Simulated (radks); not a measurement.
Question: I II, 52 electrons, occupied as [Kr] 4d10 5s2 5p4. Method: scalar-relativistic Kohn-Sham, LDA (Slater exchange, Perdew-Wang correlation), spin-polarised, spherical densities, point nucleus; open shells are filled with parallel spins first (spin-orbit coupling, left out, can overturn this in heavy ions); computed with a radial shooting solver on a logarithmic mesh with Libxc functionals. Some entries of the table are withheld. Estimate them.

orbital  occ.  eigenvalue (eV)  r(max) (bohr)
1s up       1        -32958.01        0.01756
1s down     1        -32957.94        0.01756
2s up       1        -5101.216        0.09921
2s down     1        -5101.175        0.09921
2p up       3        -4582.091        0.07950
2p down     3        -4582.030        0.07950
3s up       1        -1036.748         0.2860
3s down     1        -1036.680         0.2860
3p up       3        -868.5081         0.2796
3p down     3        -868.4333         0.2796
3d up       5        -615.8121         0.2315
3d down     5        -615.7420         0.2315
4s up       1        -189.7542         0.6801
4s down     1        -189.6048         0.6802
4p up       3              (1)         0.7146
4p down     3              (2)         0.7147
4d up       5         -59.9468         0.7781
4d down     5         -59.6819         0.7778
5s up       1         -27.0354          1.686
5s down     1         -25.8287          1.678
5p up       3         -16.0527          1.973
5p down     1         -14.8460          1.971

Answer: 
(1) 4p up eigenvalue (eV): -136.9332
(2) 4p down eigenvalue (eV): -136.7667
